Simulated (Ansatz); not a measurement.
Calculation: Ansatz (a first-principles code) with frozen-core CCSD(T)/def2-TZVPP // BP86-D3(BJ)/def2-SVP.

Ansatz 0.2 input:
```yaml
crystal:
  periodic: [false, false, false]
  atoms:
    - { symbol: Ta, position_ang: [-0.026852, 0.04528, 0.181595] }
    - { symbol: O, position_ang: [0.214919, 1.20513, -1.359313] }
    - { symbol: H, position_ang: [0.573462, 1.394307, -2.238951] }
    - { symbol: N, position_ang: [-1.10661, -1.324488, -0.83993] }
    - { symbol: H, position_ang: [-1.146589, -2.333754, -0.671894] }
    - { symbol: H, position_ang: [-1.768916, -1.067906, -1.581295] }
    - { symbol: N, position_ang: [-0.134525, -1.311814, 1.702639] }
    - { symbol: H, position_ang: [-0.86038, -2.030645, 1.811639] }
    - { symbol: H, position_ang: [0.550516, -1.428239, 2.459306] }
    - { symbol: N, position_ang: [-1.071348, 1.490413, 1.10457] }
    - { symbol: H, position_ang: [-1.476028, 1.433065, 2.042871] }
    - { symbol: H, position_ang: [-1.249847, 2.407421, 0.68182] }
    - { symbol: N, position_ang: [1.95935, -0.030619, 0.55757] }
    - { symbol: H, position_ang: [2.46744, -0.778629, 1.037902] }
    - { symbol: H, position_ang: [2.589342, 0.760215, 0.380079] }
basis:
  gaussian: { orbitals: def2-TZVPP }
correlation:
  method: ccsd_t
```

Output:

```
Functional definition: HF
2038 factors; integrals over basis functions are off by at most 1.0e-3 eV
mean field evaluation 1: about -9637.8885 eV, gradient 7.8e1 eV
mean field evaluation 2: about -9638.0798 eV, gradient 7.8e1 eV
mean field evaluation 4: about -9649.2402 eV, gradient 5.8e0 eV
mean field evaluation 8: about -9649.3685 eV, gradient 5.6e-1 eV
mean field evaluation 16: about -9637.8890 eV, gradient 7.8e1 eV
mean field -9649.36938785 eV, -354.6077844260 hartree, gradient 2.3e-6 eV, S^2 0.000000; 0 other end points of the search recorded, 0 dependent functions left out
5 core orbitals not correlated
reference -9649.36938785 eV, -354.6077844260 hartree; 24, 24 occupied and 308, 308 virtual orbitals, 2038 factors
second order -41.87024900 eV of doubles, -0.00000000 eV of singles
cycle   1  -40.79752922 eV  change     1.1e0 eV  update   1.9e-1
cycle   2  -41.82649019 eV  change    -1.0e0 eV  update   7.7e-2
cycle   3  -42.15227615 eV  change   -3.3e-1 eV  update   3.7e-2
cycle   4  -42.14190827 eV  change    1.0e-2 eV  update   1.4e-2
cycle   5  -42.12881825 eV  change    1.3e-2 eV  update   5.9e-3
cycle   6  -42.13211187 eV  change   -3.3e-3 eV  update   2.5e-3
cycle   7  -42.13257850 eV  change   -4.7e-4 eV  update   9.0e-4
cycle   8  -42.13201260 eV  change    5.7e-4 eV  update   4.7e-4
cycle   9  -42.13218194 eV  change   -1.7e-4 eV  update   1.8e-4
cycle  10  -42.13238973 eV  change   -2.1e-4 eV  update   1.1e-4
cycle  11  -42.13220194 eV  change    1.9e-4 eV  update   4.2e-5
cycle  12  -42.13224071 eV  change   -3.9e-5 eV  update   2.1e-5
perturbative correction -1.89534907 eV, -0.0696527938 hartree
Total energy: -9693.39697763 eV, -356.2257685075 hartree
```

Cost: about 2.1 core-hours (a rough figure).
